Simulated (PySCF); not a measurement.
## Orbital picture of LaI

ωB97M-V at R = 2.959 Å; La def2-TZVPP with ECP46, I def2-TZVPP with ECP28; scalar-relativistic core potentials (PySCF 2.14). State: triplet, about 0.1 electrons in the 4f shell (Mulliken). Only the outer orbitals are listed, counted within each symmetry, core potentials removing the inner ones.

```csv
spin,orbital,occ.,ε (eV),on La (%),main shells (%)
α,6σ,1,-20.58,6,94 I s
α,7σ,1,-9.67,15,"84 I p, 9 La d"
α,4π,1,-9.14,7,92 I p
α,4π,1,-9.14,7,92 I p
α,2δ,1,-5.99,100,100 La d
α,8σ,1,-5.67,100,"78 La s, 18 La d"
α,5π,0,-0.09,99,"50 La p, 48 La d"
α,5π,0,-0.09,99,"50 La p, 48 La d"
α,9σ,0,-0.07,96,"46 La p, 42 La d"
β,6σ,1,-20.58,6,94 I s
β,7σ,1,-9.65,14,"85 I p, 8 La d"
β,4π,1,-9.14,7,93 I p
β,4π,1,-9.14,7,93 I p
β,8σ,0,-0.10,100,93 La s
β,9σ,0,0.69,95,"50 La d, 45 La p"
β,5π,0,0.87,94,94 La d
```

Task: Which are the highest filled and the lowest empty level, where do they sit, and how wide is the gap?

Result: Highest filled α 8σ at -5.67 eV (in %: 78 La s, 18 La d); lowest empty β 8σ at -0.10 eV (in %: 93 La s); the gap at ωB97M-V is 5.57 eV.

* bond order (Mayer): 1.13
* ⟨S²⟩: 2.002
* charge on La (Mulliken, basis-dependent): 0.36
* charge on La (Löwdin, basis-dependent): -0.21
* dipole moment (positive dipole means La(−)I(+)): -5.67 D

Spin–orbit coupling is left out. The state is the lowest single determinant that the PBE0 search found; with open d or f shells the true ground state can be another one.
